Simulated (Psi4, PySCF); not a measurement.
Input for PySCF:
```python
from pyscf import gto, scf, dft

mol = gto.Mole()
mol.atom = '''
    Ga   -0.00000000   -0.00000000   -0.41893312
    F     0.00000000    0.00000000    1.44299185
'''
mol.basis = '6-31g*'
mol.charge = 1
mol.spin = 1
mol.verbose = 4
mol.build()

mf = dft.UKS(mol)
mf.xc = 'b97m_v'
mf.grids.atom_grid = (99, 590)
mf.grids.prune = None
mf.kernel()
```

**Question.** Give the equivalent Psi4 input.

**Answer.** Several could match; the one computed here: 
```
memory 2 GB

molecule mol {
1 2
Ga   -0.000000   -0.000000   -0.418933
F     0.000000    0.000000    1.442992
}

set {
  basis 6-31g*
  reference uks
  scf_type pk
  puream true
  d_convergence 1e-8
  dft_radial_points 99
  dft_spherical_points 590
}

energy('b97m-v')
print_variables()
```

Both were run: PySCF gave -2023.668412 Eh and Psi4 -2023.668411 Eh, 0.001 mEh apart.
